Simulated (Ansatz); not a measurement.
Gas-phase electronic energies from Ansatz, PBE0-D4/def2-TZVP geometries. CCSD(T)/CBS adds triple-zeta CCSD(T) − MP2 to the extrapolated MP2 energy (def2 sets, frozen cores). Functionals use def2-TZVPP. HSE06 is defined as in plane-wave codes. For Ge outer-core shells are correlated without core-valence functions, which leaves a few kJ/mol of doubt a bond. Scalar relativity is left out up to krypton. One conformer a species, not always the lowest.

`[SiH3][GeH2][SiH2][SiH2][GeH3]` + `FC#[C][GeH2][SiH3]` → `[SiH3][GeH2][GeH2][SiH2][SiH2][GeH3]` + `FC#C[SiH3]`  (redistribution)

```
             level  ΔE (kJ/mol)
            PBE-D4        -43.1
          PBE-QIDH        -40.7
             HSE06        -37.7
SCS-MP2/def2-TZVPP        -42.2
```

Q: What does CCSD(T)/CBS give? (Estimate.)

A: Computed: -44.6 kJ/mol. The listed levels differ from it by 1.5, 3.9, 6.9, 2.4 kJ/mol.

Largest T1 diagnostic among the species: 0.013.

At CCSD(T), def2-SVP lies +4.3 kJ/mol from the extrapolated value and def2-TZVPP +3.4 kJ/mol. Leaving LDA and LC-ωPBE aside and taking each functional with its dispersion term where it has one, the values, not all of them listed here, spread over 8.0 kJ/mol, from BHLYP-D4 to ωB97X-V. LDA lies −6.3 kJ/mol from PBE without D4.
